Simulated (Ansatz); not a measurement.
A structure relaxed at PBE0-D4/def2-SVP in Ansatz, charge 1, doublet:

Cartesian coordinates in Å:
```
Pb -1.5662 0.1669 -0.0394
I 0.6963 -0.5191 1.6263
I 0.8700 0.3522 -1.5868
```

Problem. Give its formula and point group.

Solution. the cluster PbI₂⁺. Point group C2v (tolerance 0.1 Å).

Problem. Summarise the bond lengths by kind (pairs closer than 1.2 times the sum of covalent radii, bridged metal pairs left out).

Solution. 2 × I–Pb 2.89 Å; 1 × I–I 3.33 Å.

In the def2 sets I, Pb take a core potential; there is no spin–orbit coupling. The structure comes from a short search, and lower isomers may exist.
